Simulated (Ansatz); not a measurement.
Consider the ligand exchange at the Si–S bond: `CS[SiH](C)Cl` + `[NH2][AlH2]` → `C[SiH](Cl)[NH][AlH2]` + CH₃SH.

Program: Ansatz. Geometries: PBE0-D4/def2-TZVP. ΔE: electronic, gas phase. CCSD(T)/CBS adds triple-zeta CCSD(T) − MP2 to the extrapolated MP2 energy (def2 sets, frozen cores). This one scheme is used for every species. DFT in def2-TZVPP. B3LYP here is the variant with VWN-RPA as its local correlation; programs differ in this. One conformer a species, not always the lowest.

CCSD(T)/CBS gives -4.1 kJ/mol.

(1) Another level gave +2.2 kJ/mol. Which?
A. B3LYP-D4/def2-TZVPP
B. CCSD(T)/def2-TZVPP
C. PBE0-D4/def2-TZVPP
D. HF/def2-TZVPP

Largest T1 diagnostic among the species: 0.011.

Results:

(1) C. PBE0-D4 2.2, CCSD(T)/def2-TZVPP -8.6, B3LYP-D4 -3.4, HF/def2-TZVPP -18.1 kJ/mol.

From PBE to PBE0 (25 % exact exchange), in def2-TZVPP and without D4, ΔE moves by −4.1 kJ/mol. In def2-TZVPP, CCSD(T) changes the Hartree–Fock value by +9.6 kJ/mol (the triples alone add +2.5 kJ/mol) and MP2 by +14.0 kJ/mol.

CCSD(T)/CBS has its own doubt, a few kJ/mol and more with outer-core shells, so smaller differences from it don't rank the levels.
